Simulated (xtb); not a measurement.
4-fluoro-1,3-dioxole (C₃H₃FO₂), SMILES FC1=COCO1. All values are semi-empirical tight-binding results from xtb (GFN2-xTB unless named), good for trends rather than for accurate numbers. Coordinates come from a GFN2-xTB optimisation. The values are those of a single conformer.

Computed properties:
| Quantity | Result |
|---|---|
| point group as xtb finds it | Cs |
| orbital gap | 4.48 eV |
| dipole moment | 1.49 D |
| zero-point energy | 36.6 kcal/mol |
| G − E(el) at 298.15 K (modified RRHO) | 18.7 kcal/mol |
| static polarisability (D4 model) | 44.6 bohr³ |
| solvation energy, GFN2-xTB/ALPB(water) | -1.1 kcal/mol |
| solvation energy, GFN2-xTB/ALPB(acetone) | -4.6 kcal/mol |

Computed IR lines (harmonic; lines under 4 % of the strongest left out, lines within 3 cm⁻¹ merged):
ν (cm⁻¹): 299 (w), 710 (w), 948 (m), 972 (m), 1031 (w), 1078 (w), 1106 (w), 1141 (m), 1285 (vs), 1330 (w), 1760 (m), 2835 (w), 2881 (w) (against the strongest line: vs over 80 %, s over 45 %, m over 15 %, w over 4 %, vw less)
